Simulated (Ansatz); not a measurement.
```yaml
crystal:
  periodic: [true, true, true]
  atoms:
    - {symbol: Cl, position_ang: [0.556869, 0.611642, 2.106608]}
    - {symbol: Sc, position_ang: [0.012894, -0.015357, -0.004693]}
    - {symbol: Cl, position_ang: [0.395279, -2.143907, -0.689996]}
    - {symbol: Cl, position_ang: [-0.909442, 1.487322, -1.432219]}
basis:
  gaussian: {orbitals: ANO-RCC-VTZP, nuclear_model: gaussian, point_charges: [{charge: 2.00, position_ang: [3.991, -0.769, -0.685]}]}
hamiltonian: {xc: {name: PBE-QIDH}}
accuracy: high
```

```sh
$ ansatz run in.yaml --threads 4 --pin off --events-out ev --progress --plain --max-ram 10444MiB
```

How does Ansatz answer? (Best estimate.)

Ansatz gave: The program refused the input.
```
Error: YAML parse error: error: line 2 column 3: crystal: missing field `lattice` (a structure is typed as `lattice` and `atoms`, a molecule's as `atoms` in Å alone, or read from a run's directory, `checkpoint`)
 --> <input>:2:3
1 | crystal:
2 |   periodic: [true, true, true]
3 |   atoms:
4 |     - {symbol: Cl, position_ang: [0.556869, 0.611642, 2.106608]}
```
